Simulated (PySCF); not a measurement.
SMILES c1c(CCB(O)O)scc1 (GFN2-xTB optimised geometry):

```
19

O     -2.603    -1.748     3.425
B     -1.546    -1.415     2.659
O     -0.748    -0.398     3.078
C     -1.284    -2.251     1.312
C     -1.439    -1.414     0.026
C     -0.512    -0.246     0.000
C      0.850    -0.246     0.000
C      1.410     1.053     0.000
C      0.465     2.026     0.002
S     -1.128     1.375     0.005
H     -2.699    -1.213     4.214
H     -0.020    -0.163     2.503
H     -1.978    -3.089     1.256
H     -0.276    -2.672     1.328
H     -2.468    -1.058    -0.048
H     -1.239    -2.051    -0.842
H      1.440    -1.145    -0.011
H      2.468     1.247    -0.005
H      0.601     3.089    -0.002
```

Level of theory: B3LYP/def2-SVP (PySCF).

Question: What are the frontier orbital energies and the dipole moment?

Answer: HOMO-2 -8.26 eV, HOMO-1 -7.08 eV, HOMO -6.42 eV, LUMO -0.48 eV, LUMO+1 0.79 eV; dipole moment 1.30 D.

On the same geometry PBE/def2-SVP run with PySCF 2.14.0 gives HOMO-2 -6.99 eV, HOMO-1 -6.25 eV, HOMO -5.62 eV, LUMO -1.19 eV, LUMO+1 -0.01 eV; dipole moment 1.21 D.

Meta-Löwdin charges at B3LYP/def2-SVP: O1 -0.48, B2 0.42, O3 -0.50, C4 -0.29, C5 -0.16, C6 -0.10, C7 -0.17, C8 -0.13, C9 -0.24, S10 0.25, H11 0.33, H12 0.33, H13 0.10, H14 0.09, H15 0.09, H16 0.10, H17 0.11, H18 0.11, H19 0.12.
